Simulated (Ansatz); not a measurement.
Ansatz (a first-principles code) input (B3LYP-D3(BJ)/def2-TZVP):

Ansatz 0.2 input:
```yaml
crystal:
  periodic: [false, false, false]
  atoms:
    - {symbol: C, position_ang: [-2.68123845, -0.65613258, -0.67488810]}
    - {symbol: C, position_ang: [-1.33649306, 0.06770196, -0.63759386]}
    - {symbol: C, position_ang: [-1.40607006, 1.31607737, 0.24005172]}
    - {symbol: C, position_ang: [-0.22056100, -0.88944582, -0.16564680]}
    - {symbol: C, position_ang: [1.14994023, -0.31625024, -0.26371769]}
    - {symbol: C, position_ang: [1.98996841, -0.09123223, 0.81007226]}
    - {symbol: C, position_ang: [3.25504564, 0.45214273, 0.73465998]}
    - {symbol: H, position_ang: [-2.64608742, -1.52941083, -1.32969742]}
    - {symbol: H, position_ang: [-3.47377418, 0.00317517, -1.03449624]}
    - {symbol: H, position_ang: [-2.96319789, -0.99915892, 0.32453801]}
    - {symbol: H, position_ang: [-1.08916990, 0.38118246, -1.65861469]}
    - {symbol: H, position_ang: [-1.65242950, 1.04652935, 1.27127186]}
    - {symbol: H, position_ang: [-0.45392818, 1.84780530, 0.25475381]}
    - {symbol: H, position_ang: [-2.17528510, 2.00381371, -0.11680449]}
    - {symbol: H, position_ang: [-0.42583170, -1.19121856, 0.86672849]}
    - {symbol: H, position_ang: [-0.28022650, -1.79962318, -0.77592960]}
    - {symbol: H, position_ang: [1.49881132, -0.04028444, -1.25589027]}
    - {symbol: H, position_ang: [1.61760725, -0.36679407, 1.79425870]}
    - {symbol: H, position_ang: [3.68131382, 0.74656652, -0.21628816]}
    - {symbol: H, position_ang: [3.85864761, 0.60025057, 1.61854513]}
basis:
  gaussian:
    orbitals: def2-TZVP
hamiltonian:
  xc: b3lyp
  dispersion: d3bj
magnetization: {spin_polarized: true, initial_magnetization: 1}
phonons: {temperatures: {t_min: 298.15, t_max: 298.15, t_step: 100}}
```

Output:

```
Functional definition: B3LYP
integrals: 0.28 GiB planned
1832 factors; their error is unknown
0.40 GiB of the device are held for the grids
1.98 GiB of device memory are held for the factors and their scratch space
mean field: 2.43 GiB planned
mean field evaluation 1: about -7454.8847 eV, gradient 6.1e1 eV
mean field evaluation 2: about -7443.2956 eV, gradient 7.6e1 eV
mean field evaluation 4: about -7472.8962 eV, gradient 6.1e0 eV
mean field evaluation 8: about -7473.0770 eV, gradient 2.0e-1 eV
mean field evaluation 16: about -7473.0295 eV, gradient 1.1e-3 eV
mean field -7473.02949433 eV, -274.6287685152 hartree, gradient 4.5e-5 eV, S^2 0.776254; 0 other end points of the search recorded, 0 dependent functions left out
the calculation of the forces begins
reference -7473.02984657 eV, -274.6287814599 hartree; 28, 27 occupied and 267, 268 virtual orbitals, 1832 factors
these checks for a lower state are left out or cut short: stability, starts, cluster_reference, orbital_swaps, neighbouring_geometries, increment
integrals: 0.28 GiB planned
1832 factors; their error is unknown
0.40 GiB of the device are held for the grids
1.98 GiB of device memory are held for the factors and their scratch space
mean field: 2.42 GiB planned
mean field -7473.02928299 eV, -274.6287607489 hartree, gradient 2.4e-6 eV, S^2 0.776254; 0 other end points of the search recorded, 0 dependent functions left out
the calculation of the forces begins
reference -7473.02963529 eV, -274.6287736954 hartree; 28, 27 occupied and 267, 268 virtual orbitals, 1832 factors
these checks for a lower state are left out or cut short: stability, starts, cluster_reference, orbital_swaps, neighbouring_geometries, increment
integrals: 0.28 GiB planned
1832 factors; their error is unknown
0.40 GiB of the device are held for the grids
1.98 GiB of device memory are held for the factors and their scratch space
mean field: 2.43 GiB planned
mean field evaluation 32: about -7473.0294 eV, gradient 6.6e-4 eV
mean field -7473.02941034 eV, -274.6287654287 hartree, gradient 2.4e-6 eV, S^2 0.776254; 0 other end points of the search recorded, 0 dependent functions left out
the calculation of the forces begins
reference -7473.02976253 eV, -274.6287783716 hartree; 28, 27 occupied and 267, 268 virtual orbitals, 1832 factors
these checks for a lower state are left out or cut short: stability, starts, cluster_reference, orbital_swaps, neighbouring_geometries, increment
integrals: 0.28 GiB planned
1832 factors; their error is unknown
0.40 GiB of the device are held for the grids
1.98 GiB of device memory are held for the factors and their scratch space
mean field: 2.43 GiB planned
mean field -7473.02930507 eV, -274.6287615599 hartree, gradient 2.4e-6 eV, S^2 0.776256; 0 other end points of the search recorded, 0 dependent functions left out
the calculation of the forces begins
reference -7473.02965732 eV, -274.6287745051 hartree; 28, 27 occupied and 267, 268 virtual orbitals, 1832 factors
these checks for a lower state are left out or cut short: stability, starts, cluster_reference, orbital_swaps, neighbouring_geometries, increment
integrals: 0.28 GiB planned
1832 factors; their error is unknown
0.40 GiB of the device are held for the grids
1.98 GiB of device memory are held for the factors and their scratch space
mean field: 2.43 GiB planned
mean field -7473.02935167 eV, -274.6287632726 hartree, gradient 2.4e-6 eV, S^2 0.776252; 0 other end points of the search recorded, 0 dependent functions left out
[...]
1832 factors; their error is unknown
0.40 GiB of the device are held for the grids
1.98 GiB of device memory are held for the factors and their scratch space
mean field: 2.43 GiB planned
mean field -7473.02948839 eV, -274.6287682972 hartree, gradient 2.4e-6 eV, S^2 0.776257; 0 other end points of the search recorded, 0 dependent functions left out
the calculation of the forces begins
reference -7473.02984067 eV, -274.6287812429 hartree; 28, 27 occupied and 267, 268 virtual orbitals, 1832 factors
these checks for a lower state are left out or cut short: stability, starts, cluster_reference, orbital_swaps, neighbouring_geometries, increment
integrals: 0.28 GiB planned
1832 factors; their error is unknown
0.40 GiB of the device are held for the grids
1.98 GiB of device memory are held for the factors and their scratch space
mean field: 2.43 GiB planned
mean field evaluation 800: about -7473.0808 eV, gradient 6.7e-4 eV
mean field -7473.02947364 eV, -274.6287677551 hartree, gradient 2.4e-6 eV, S^2 0.776252; 0 other end points of the search recorded, 0 dependent functions left out
the calculation of the forces begins
reference -7473.02982586 eV, -274.6287806987 hartree; 28, 27 occupied and 267, 268 virtual orbitals, 1832 factors
these checks for a lower state are left out or cut short: stability, starts, cluster_reference, orbital_swaps, neighbouring_geometries, increment
integrals: 0.28 GiB planned
1832 factors; their error is unknown
0.40 GiB of the device are held for the grids
1.98 GiB of device memory are held for the factors and their scratch space
mean field: 2.43 GiB planned
mean field -7473.02940380 eV, -274.6287651885 hartree, gradient 2.4e-6 eV, S^2 0.776250; 0 other end points of the search recorded, 0 dependent functions left out
the calculation of the forces begins
reference -7473.02975601 eV, -274.6287781317 hartree; 28, 27 occupied and 267, 268 virtual orbitals, 1832 factors
these checks for a lower state are left out or cut short: stability, starts, cluster_reference, orbital_swaps, neighbouring_geometries, increment
integrals: 0.28 GiB planned
1832 factors; their error is unknown
0.40 GiB of the device are held for the grids
1.98 GiB of device memory are held for the factors and their scratch space
mean field: 2.43 GiB planned
mean field -7473.02941060 eV, -274.6287654384 hartree, gradient 2.4e-6 eV, S^2 0.776258; 0 other end points of the search recorded, 0 dependent functions left out
the calculation of the forces begins
reference -7473.02976289 eV, -274.6287783846 hartree; 28, 27 occupied and 267, 268 virtual orbitals, 1832 factors
these checks for a lower state are left out or cut short: stability, starts, cluster_reference, orbital_swaps, neighbouring_geometries, increment
integrals: 0.28 GiB planned
1832 factors; their error is unknown
0.40 GiB of the device are held for the grids
1.98 GiB of device memory are held for the factors and their scratch space
mean field: 2.43 GiB planned
mean field -7473.02946999 eV, -274.6287676209 hartree, gradient 2.4e-6 eV, S^2 0.776260; 0 other end points of the search recorded, 0 dependent functions left out
the calculation of the forces begins
reference -7473.02982227 eV, -274.6287805670 hartree; 28, 27 occupied and 267, 268 virtual orbitals, 1832 factors
these checks for a lower state are left out or cut short: stability, starts, cluster_reference, orbital_swaps, neighbouring_geometries, increment
integrals: 0.28 GiB planned
1832 factors; their error is unknown
0.40 GiB of the device are held for the grids
1.98 GiB of device memory are held for the factors and their scratch space
mean field: 2.43 GiB planned
mean field evaluation 832: about -7473.0294 eV, gradient 1.6e-6 eV
mean field -7473.02943163 eV, -274.6287662110 hartree, gradient 2.4e-6 eV, S^2 0.776249; 0 other end points of the search recorded, 0 dependent functions left out
the calculation of the forces begins
reference -7473.02978383 eV, -274.6287791543 hartree; 28, 27 occupied and 267, 268 virtual orbitals, 1832 factors
these checks for a lower state are left out or cut short: stability, starts, cluster_reference, orbital_swaps, neighbouring_geometries, increment
integrals: 0.28 GiB planned
1832 factors; their error is unknown
0.40 GiB of the device are held for the grids
1.98 GiB of device memory are held for the factors and their scratch space
mean field: 2.43 GiB planned
mean field -7473.02949454 eV, -274.6287685229 hartree, gradient 2.4e-6 eV, S^2 0.776256; 0 other end points of the search recorded, 0 dependent functions left out
the calculation of the forces begins
reference -7473.02984675 eV, -274.6287814664 hartree; 28, 27 occupied and 267, 268 virtual orbitals, 1832 factors
these checks for a lower state are left out or cut short: stability, starts, cluster_reference, orbital_swaps, neighbouring_geometries, increment
integrals: 0.28 GiB planned
1832 factors; their error is unknown
0.40 GiB of the device are held for the grids
1.98 GiB of device memory are held for the factors and their scratch space
mean field: 2.43 GiB planned
mean field -7473.02947841 eV, -274.6287679304 hartree, gradient 2.4e-6 eV, S^2 0.776252; 0 other end points of the search recorded, 0 dependent functions left out
the calculation of the forces begins
reference -7473.02983069 eV, -274.6287808762 hartree; 28, 27 occupied and 267, 268 virtual orbitals, 1832 factors
these checks for a lower state are left out or cut short: stability, starts, cluster_reference, orbital_swaps, neighbouring_geometries, increment
integrals: 0.28 GiB planned
1832 factors; their error is unknown
0.40 GiB of the device are held for the grids
1.98 GiB of device memory are held for the factors and their scratch space
mean field: 2.43 GiB planned
mean field -7473.02942633 eV, -274.6287660165 hartree, gradient 2.4e-6 eV, S^2 0.776258; 0 other end points of the search recorded, 0 dependent functions left out
the calculation of the forces begins
reference -7473.02977862 eV, -274.6287789629 hartree; 28, 27 occupied and 267, 268 virtual orbitals, 1832 factors
these checks for a lower state are left out or cut short: stability, starts, cluster_reference, orbital_swaps, neighbouring_geometries, increment
integrals: 0.28 GiB planned
1832 factors; their error is unknown
0.40 GiB of the device are held for the grids
1.98 GiB of device memory are held for the factors and their scratch space
mean field: 2.43 GiB planned
mean field -7473.02940420 eV, -274.6287652030 hartree, gradient 2.4e-6 eV, S^2 0.776250; 0 other end points of the search recorded, 0 dependent functions left out
the calculation of the forces begins
reference -7473.02975639 eV, -274.6287781460 hartree; 28, 27 occupied and 267, 268 virtual orbitals, 1832 factors
Total energy: -7473.78540185 eV, -274.6565476042 hartree
Atom 0 at    -2.681238    -0.656133    -0.674888 Å, force     0.000195     0.000396     0.000142 eV/Å
Atom 1 at    -1.336493     0.067702    -0.637594 Å, force    -0.000438     0.000028    -0.000523 eV/Å
Atom 2 at    -1.406070     1.316077     0.240052 Å, force    -0.000108    -0.000499    -0.000104 eV/Å
Atom 3 at    -0.220561    -0.889446    -0.165647 Å, force    -0.000235     0.000144    -0.000106 eV/Å
Atom 4 at     1.149940    -0.316250    -0.263718 Å, force    -0.000921     0.001531    -0.000609 eV/Å
Atom 5 at     1.989968    -0.091232     0.810072 Å, force     0.000435    -0.001312     0.000554 eV/Å
Atom 6 at     3.255046     0.452143     0.734660 Å, force     0.000895     0.001202     0.000036 eV/Å
Atom 7 at    -2.646087    -1.529411    -1.329697 Å, force     0.000127     0.000091     0.000006 eV/Å
Atom 8 at    -3.473774     0.003175    -1.034496 Å, force    -0.000060    -0.000092     0.000063 eV/Å
Atom 9 at    -2.963198    -0.999159     0.324538 Å, force    -0.000178     0.000006    -0.000056 eV/Å
Atom 10 at    -1.089170     0.381182    -1.658615 Å, force     0.000151    -0.000096     0.000120 eV/Å
Atom 11 at    -1.652429     1.046529     1.271272 Å, force    -0.000050     0.000104     0.000136 eV/Å
Atom 12 at    -0.453928     1.847805     0.254754 Å, force    -0.000062    -0.000016     0.000005 eV/Å
Atom 13 at    -2.175285     2.003814    -0.116804 Å, force    -0.000018    -0.000083     0.000035 eV/Å
Atom 14 at    -0.425832    -1.191219     0.866728 Å, force     0.000016    -0.000086     0.000287 eV/Å
Atom 15 at    -0.280226    -1.799623    -0.775930 Å, force     0.000060     0.000208     0.000053 eV/Å
Atom 16 at     1.498811    -0.040284    -1.255890 Å, force     0.000133    -0.000601    -0.000128 eV/Å
Atom 17 at     1.617607    -0.366794     1.794259 Å, force     0.000280    -0.000714     0.000072 eV/Å
Atom 18 at     3.681314     0.746567    -0.216288 Å, force     0.000260    -0.000912    -0.000176 eV/Å
Atom 19 at     3.858648     0.600251     1.618545 Å, force    -0.000482     0.000699     0.000193 eV/Å
Dipole moment:    -0.100136    -0.015442    -0.048814 e Å
Vibrations: 56.32 74.12 141.10 222.80 250.16 264.50 313.92 330.76 418.33 425.96 538.34 549.29 752.09 796.03 834.03 882.65 927.57 936.41 964.80 971.12 997.45 1063.15 1126.65 1167.26 1189.58 1212.57 1243.23 1289.97 1297.66 1355.36 1369.01 1379.78 1402.49 1421.82 1475.86 1488.66 1493.67 1502.17 1506.39 1509.60 1526.82 2985.02 2997.42 3020.22 3024.67 3038.08 3077.65 3083.95 3089.71 3100.52 3118.18 3129.50 3146.20 3239.84 cm⁻¹, zero-point energy 4.880043 eV
```

It need not be the lowest isomer of its formula.
